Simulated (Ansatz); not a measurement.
`C[S][InH2]`. The species carries charge 0 and has multiplicity 1. In takes the def2 core potential. Geometry: relaxed with PBE0-D4/def2-TZVP.

```xyz
8

C     0.472   -1.137   -0.769
S     1.229    0.421   -0.209
In   -0.530    1.490    0.976
H     0.504   -1.174   -1.857
H    -0.564   -1.228   -0.442
H     1.045   -1.972   -0.367
H    -1.989    0.583    1.010
H    -0.169    3.017    1.658
```

Q: What is the dipole moment at r2SCAN/def2-TZVPP? (Best estimate.)

A: Computed: 1.49 D, with components (-1.33, -0.67, 0.11) D in this frame, pointing from negative to positive charge.

Q: And with PBE, B3LYP, ωB97M-V? (An estimate is asked.)

A: The calculation gave: PBE 1.38 D, B3LYP 1.44 D, ωB97M-V 1.53 D.

Q: Give the Mulliken charges with r2SCAN, PBE, ωB97M-V in def2-TZVPP. (Best estimate.)

A: Computed: 
| atom | r2SCAN | PBE | ωB97M-V |
| --- | --- | --- | --- |
| C1 | -0.13 | -0.25 | -0.32 |
| S2 | -0.35 | -0.31 | -0.29 |
| In3 | 0.49 | 0.46 | 0.39 |
| H4 | 0.08 | 0.12 | 0.14 |
| H5 | 0.07 | 0.11 | 0.12 |
| H6 | 0.08 | 0.12 | 0.14 |
| H7 | -0.14 | -0.13 | -0.10 |
| H8 | -0.12 | -0.11 | -0.08 |

B3LYP here is the variant with VWN-RPA as its local correlation; programs differ in this.
